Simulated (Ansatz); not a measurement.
`C[O][Sn]([SH])([SH])[O]C`. The species carries charge 0 and has multiplicity 1. Sn: def2 effective core potential. The geometry is a stationary point of PBE0-D4/def2-TZVP. It is one conformer, not always the lowest.

```xyz
15

C    -0.961   -1.927    0.629
O    -0.084   -1.405   -0.345
Sn   -0.226    0.473   -0.877
S     1.498    0.629   -2.507
S    -2.410    1.120   -1.547
O     0.064    1.584    0.700
C     1.288    1.503    1.397
H    -0.762   -2.998    0.720
H    -0.806   -1.467    1.613
H    -2.015   -1.799    0.353
H     1.856   -0.640   -2.234
H    -2.299    0.440   -2.702
H     1.437    0.519    1.859
H     2.149    1.713    0.751
H     1.269    2.254    2.191
```

**Question.** What is the dipole moment at ωB97M-V/def2-TZVPP? (Best estimate.)

**Answer.** The calculation gave: 1.17 D, with components (0.31, -1.13, 0.05) D in this frame, pointing from negative to positive charge.

**Question.** And with PBE, r2SCAN, B3LYP? (An estimate is asked.)

**Answer.** Ansatz gave: PBE 1.22 D, r2SCAN 1.28 D, B3LYP 1.20 D.

**Question.** Give the Mulliken charges with ωB97M-V, B3LYP, PBE in def2-TZVPP. (Estimate.)

**Answer.** Computed: 
```tsv
atom	ωB97M-V	B3LYP	PBE
C1	-0.18	-0.12	-0.14
O2	-0.52	-0.54	-0.47
Sn3	1.03	1.16	1.03
S4	-0.31	-0.35	-0.34
S5	-0.30	-0.33	-0.33
O6	-0.52	-0.54	-0.47
C7	-0.18	-0.12	-0.14
H8	0.12	0.10	0.10
H9	0.11	0.10	0.10
H10	0.11	0.09	0.09
H11	0.15	0.14	0.14
H12	0.14	0.12	0.13
H13	0.11	0.10	0.10
H14	0.11	0.10	0.09
H15	0.12	0.11	0.10
```

B3LYP here is the variant with VWN-RPA as its local correlation; programs differ in this.
